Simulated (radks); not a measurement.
The numbers below are computed, except where a source is named.
Neutral caesium, [Xe] 6s1. Code: a radial shooting solver on a logarithmic mesh with Libxc functionals. Model: non-relativistic Kohn-Sham, LDA (Slater exchange, Perdew-Wang correlation), spin-polarised, spherical densities, point nucleus. Every spin shell is full or empty, so the densities are truly spherical. Functionals are evaluated on that one density, not self-consistently. Rank these orbital-free kinetic functionals by their error against the exact value of the orbitals, and give that value: Thomas-Fermi, von Weizsacker, TF + vW, TF + vW/9, TF + vW/5, LC94, APBEK, revAPBEK, Perdew 92, Thakkar, PG1, Ernzerhof.

Answer. Exact: 7546.74 hartree. From best to worst, with 100 (|E| - |E exact|)/|E exact| (equal figures are ties): LC94 +0.04, APBEK +0.09, revAPBEK +0.25, Ernzerhof -0.44, Thakkar -0.63, Perdew 92 -0.69, TF + vW/9 -0.70, TF + vW/5 +2.88, Thomas-Fermi -5.17, PG1 +14.46, TF + vW +35.07, von Weizsacker -59.76.
